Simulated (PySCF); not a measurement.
Geometries of 2 isomers of C3H6BF, from PBE0-D3(BJ)/def2-SVP geometry optimisation, gas phase in PySCF 2.14.0. One conformer each, no zero-point energy, no frequencies.

Problem. Which is lower in electronic energy at this level?
A.
```xyz
11
angstrom
B      0.479   -1.435    0.656
C      0.123   -0.039    0.110
C     -1.188    0.630    0.430
C      1.005    0.625   -0.661
F      2.185    0.152   -1.012
H     -0.298   -2.006    1.388
H      1.520   -1.972    0.368
H     -2.035    0.038    0.048
H     -1.267    1.642    0.002
H     -1.331    0.713    1.519
H      0.839    1.628   -1.077
```
B.
```xyz
11
angstrom
B      1.347   -0.826    0.346
C      0.519    0.357   -0.171
C     -0.835    0.550    0.569
C     -0.816    0.150   -0.839
F     -1.203   -1.106   -1.162
H      2.536   -0.713    0.532
H      0.803   -1.870    0.619
H      1.025    1.286   -0.451
H     -1.104   -0.220    1.297
H     -1.118    1.570    0.840
H     -1.100    0.870   -1.614
```

Solution. A. That is `B/C(C)=C\F`, 5.9 kcal/mol below the other.

```tsv
SMILES	atoms numbered as above	E (Eh)	relative (kcal/mol)	relative (kJ/mol)	dipole (D)
B/C(C)=C\F	[BH2:1]/[C:2]([CH3:3])=[CH:4]\[F:5]	-242.12281	0.0	0.0	1.98
B[C@@H]1C[C@@H]1F	[BH2:1][C@@H:2]1[CH2:3][C@@H:4]1[F:5]	-242.11337	5.9	24.8	2.16
```

As drawn, the lower has a C=C bond outside aromatic rings, which the higher lacks; the higher has a three-membered ring, which the lower lacks.
